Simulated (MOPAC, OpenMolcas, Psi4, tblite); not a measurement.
A ladder of methods for [AlF4]− (SMILES [F][Al-]([F])([F])[F])

[AlF4]−: 5 atoms, total charge -1, spin state singlet. SMILES: `[F][Al-]([F])([F])[F]`. The coordinates come from a PBE0-D4/def2-TZVPD relaxation.

Quantity: the vertical detachment energy (to the doublet neutral), in eV. The values are calculated.

```csv
level,kind,program,value (eV)
GFN2-xTB,semi-empirical,tblite,11.15
PM3,semi-empirical,MOPAC,8.23
GFN1-xTB,semi-empirical,tblite,11.42
IPEA1-xTB,semi-empirical,tblite,12.15
SVWN5/6-311+G**,LDA,OpenMolcas,7.22
BLYP/6-311+G**,GGA,OpenMolcas,6.85
PBE/6-311+G**,GGA,Psi4,6.90
revPBE/6-311+G**,GGA,Psi4,6.81
TPSS/6-311+G**,meta-GGA,Psi4,6.96
r2SCAN/6-311+G**,meta-GGA,Psi4,7.28
```

The values span 6.81 to 12.15 eV. The xTB values lack the empirical shift that such differences need.
